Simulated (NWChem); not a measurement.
# SiH4TeO2; SMILES O[Te]O[SiH3]

```xyz
8

Te     0.2954    -0.7769     0.0503
O     -1.6656    -1.1748    -0.1626
H     -2.0998    -0.7995     0.6312
O      0.3511     1.0816    -0.7599
Si    -0.1351     2.3958     0.1957
H     -1.5195     2.1786     0.7554
H     -0.1424     3.5939    -0.7093
H      0.8090     2.6297     1.3465
```
Atoms are numbered in this order, from 1.

Results from NWChem. The geometry was optimised at PBE-D3(BJ)/def2-SVP (def2 core potentials past Kr).

For level Hartree-Fock/STO-3G, non-relativistic:

```yaml
highest occupied level (eV): -6.15
orbital gap (eV): 13.07
dipole (D): 2.40
```

Estimate the same quantities for level Hartree-Fock/3-21G, non-relativistic.


| Quantity | Value |
|---|---|
| highest occupied level (eV) | -8.82 |
| orbital gap (eV) | 10.79 |
| dipole (D) | 3.30 |
